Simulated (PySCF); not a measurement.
# A small calculation by hand: oscillator strength and radiative lifetime

C₃H₈O₂Si, SMILES OC[SiH]1COC1.

Geometry optimised at TPSSh-D3(BJ)/def2-SVP. The geometry has at least one imaginary mode, so it is a saddle point at that level. This is a generated structure with no PubChem entry under its InChIKey; it may be hypothetical. The values are those of a single conformer.

TDDFT-LC-ωPBE/def2-SVPD (PySCF) puts the first singlet state with f over 0.02 at 8.08 eV (vertical), with the transition dipole (0.343, 0.033, -0.126) in atomic units.

Q: Find the oscillator strength, the wavelength and the radiative lifetime that this transition would have in vacuum if emission retraced absorption.

A: 
|μ|² = 0.1346 au, so |μ| = 0.93 D. ΔE = 8.08/27.211 = 0.2969 hartree. f = (2/3) ΔE |μ|² = 0.027 (the program prints 0.027).
λ = 1239.84/8.08 = 153 nm; ν = 65170 cm⁻¹.
Einstein's coefficient A = 0.6670 ν² f s⁻¹ (ν in cm⁻¹) = 7.5e7 s⁻¹, so τ = 1/A = 13 ns. This state is S7; the lower singlets have f = 0.009, 0.000, 0.004, 0.008, 0.012, 0.006. The figure is the radiative limit of this one transition; relaxation, internal conversion, crossing to triplets and a medium change what is measured.
